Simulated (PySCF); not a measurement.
AsH5, SMILES [AsH5]. Atoms are numbered in the order given.

```xyz
6

As     0.0000     0.0000     0.0000
H      0.0000     0.0000     1.6034
H      0.0000     0.0000    -1.6034
H      1.5291     0.0000     0.0000
H     -0.7646     1.3243     0.0000
H     -0.7646    -1.3243     0.0000
```
Charge 0, spin multiplicity 1.

The structure is a stationary point at PBE0-D3(BJ)/def2-TZVP.

Two levels are set side by side: PBE/pcSseg-2 (PySCF) and PBE0/pcSseg-2 (PySCF). GIAO shifts against AsH3 (⁷⁵As), TMS (¹H) at the same level; non-relativistic, no solvent, atoms listed together averaged. Differences are taken from unrounded values.

| quantity | PBE0 | PBE | PBE minus PBE0 |
|---|---|---|---|
| δ(⁷⁵As) of As1 (ppm) | 140.6 | 152.1 | 11.5 |

Rough cost on one machine, each run with all the roots and properties that it gave: PBE0 against PBE within a factor of 2.
